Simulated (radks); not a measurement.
Q: Coherent X-ray form factor from a spherical all-electron density. All-electron calculation, Dirac Kohn-Sham, PBE, spin-unpolarised, spherical densities, finite nucleus; Fermi nuclear charge, rms radius of each element as measured or else 0.836 A^(1/3) + 0.57 fm. Program: a radial shooting solver on a logarithmic mesh with Libxc functionals.

sin(theta)/lambda (1/angstrom)  f0 (electrons)
0.05                                    29.420
0.1                                     27.955
0.15                                    26.108
0.2                                     24.204
0.25                                    22.356
0.3                                     20.591
0.4                                     17.340
0.5                                     14.541
0.6                                     12.257
0.8                                      9.148
1                                        7.441
1.25                                     6.273
1.5                                      5.469
2                                        4.061

The species is in the configuration that NIST lists as its ground one. Which atom or ion scatters so?

A: Neutral zinc, [Ar] 3d10 4s2. Extrapolating in s^2 from the first two rows gives f0(0) = 29.9, near the electron count 30; among species with that count, the fall with angle is slower the higher Z, and the table is that of Z = 30; from so few rows the species is fixed only to a neighbour or two.
